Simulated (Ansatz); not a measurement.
One geometry of Te(GeH3)2 (Ge2TeH6), several levels of theory.

```yaml
crystal:
  periodic: [false, false, false]
  atoms:
    - {symbol: Te, position_ang: [0.002837, 0.017023, -1.846086]}
    - {symbol: Ge, position_ang: [1.839227, -0.004520, -0.025840]}
    - {symbol: H, position_ang: [1.687430, 1.228291, 0.904397]}
    - {symbol: H, position_ang: [3.200657, 0.049365, -0.763158]}
    - {symbol: H, position_ang: [1.740304, -1.301773, 0.820298]}
    - {symbol: Ge, position_ang: [-1.839377, 0.006662, -0.031525]}
    - {symbol: H, position_ang: [-3.195239, -0.122363, -0.769849]}
    - {symbol: H, position_ang: [-1.801489, 1.325085, 0.786547]}
    - {symbol: H, position_ang: [-1.634351, -1.197779, 0.925216]}
basis:
  gaussian: {orbitals: def2-TZVP, initial_orbitals: start.molden}
hamiltonian: {xc: pbe0, dispersion: d4}
scf: {omitted_lower_state_checks: [starts]}
output: {orbitals: {seedname: orbitals}}
```

The file start.molden holds the orbitals of an earlier run on this structure, at another level or in another basis.

```sh
$ ansatz run in.yaml --threads 4 --pin off --events-out ev --progress --plain --max-ram 3916MiB
```

It prints (some lines left out):

```
Functional definition: PBE0
1504 factors; their error is unknown
mean field evaluation 1: about -120412.8647 eV, gradient 1.5e2 eV
mean field evaluation 2: about -120413.7991 eV, gradient 2.0e0 eV
mean field evaluation 4: about -120414.4890 eV, gradient 5.0e-1 eV
mean field evaluation 8: about -120414.4892 eV, gradient 2.1e-5 eV
mean field -120414.48921928 eV, -4425.1508589362 hartree, gradient 2.1e-5 eV, S^2 0.000000; 0 other end points of the search recorded, 0 dependent functions left out
reference -120414.48925398 eV, -4425.1508602116 hartree; 47, 47 occupied and 135, 135 virtual orbitals, 1504 factors
Total energy: -120414.69173288 eV, -4425.1583011740 hartree
Checks for a lower state left out: starts
```

Hardware: 4 threads of INTEL XEON PLATINUM 8581C on a shared host. Wall time 2 s, peak host memory 0.65 GiB.

The first input with `hamiltonian: {xc: {name: r2SCANh}, dispersion: d4}` (abridged; 2.7 s):

```
Functional definition: r2SCANh
mean field -120430.15192191 eV, -4425.7264526414 hartree, gradient 1.0e-5 eV, S^2 0.000000
Total energy: -120430.21057522 eV, -4425.7286081107 hartree
Checks for a lower state left out: starts
```

As the first input, with `hamiltonian: {xc: {name: LC-wPBE, parameters: {omega: 0.2/bohr}}}` (abridged; 1.4 s):

```
Functional definition: LC-wPBE
mean field -120411.83772207 eV, -4425.0534182109 hartree, gradient 2.4e-5 eV, S^2 0.000000
Total energy: -120411.83772210 eV, -4425.0534182120 hartree
Checks for a lower state left out: starts
```

As the first input, with `hamiltonian: {xc: {name: B2PLYP}}` and without the key `output` (abridged; 3.1 s):

```
Functional definition: B2PLYP
mean field -120394.73689303 eV, -4424.4249743351 hartree, gradient 2.0e-6 eV, S^2 0.000000
22 core orbitals not correlated: weight in the atoms' cores, before any rotation towards them, 1.000 or more for the frozen orbitals, at most 0.000 for the correlated occupied ones
second order -31.62689239 eV of doubles, -0.00000000 eV of singles
Total energy: -120403.27634209 eV, -4424.7387932998 hartree
Checks for a lower state left out: starts
```

As the first input, with `hamiltonian: {xc: pbe}`, `correlation: {method: rpa}` and without the key `output` (abridged; 2.6 s):

```
Functional definition: PBE
mean field -120410.80126981 eV, -4425.0153292931 hartree, gradient 4.9e-6 eV, S^2 0.000000
22 core orbitals not correlated: weight in the atoms' cores, before any rotation towards them, 1.000 or more for the frozen orbitals, at most 0.000 for the correlated occupied ones
Total energy: -120345.61194013 eV, -4422.6196656143 hartree
Checks for a lower state left out: starts
```

As the first input, with `hamiltonian: {xc: pbe, dispersion: d4}` (abridged; 0.95 s):

```
Functional definition: PBE
mean field -120410.80127679 eV, -4425.0153295494 hartree, gradient 1.7e-5 eV, S^2 0.000000
Total energy: -120411.03575771 eV, -4425.0239465642 hartree
Checks for a lower state left out: starts
```

As the first input, with `gaussian: {orbitals: def2-SVP, initial_orbitals: start.molden}`, `hamiltonian: {xc: pbe, dispersion: d4}` (abridged; 0.6 s):

```
Functional definition: PBE
mean field -120396.16121611 eV, -4424.4773172430 hartree, gradient 9.2e-6 eV, S^2 0.000000
Total energy: -120396.39569127 eV, -4424.4859340461 hartree
Checks for a lower state left out: starts
```

Geometry: PBE-D4/def2-SVP.

In the def2 sets Te takes a core potential; there is no spin–orbit coupling. Correlated methods freeze 22 core orbitals; core or outer-core shells of Te, Ge are correlated, in sets that lack core-valence functions.
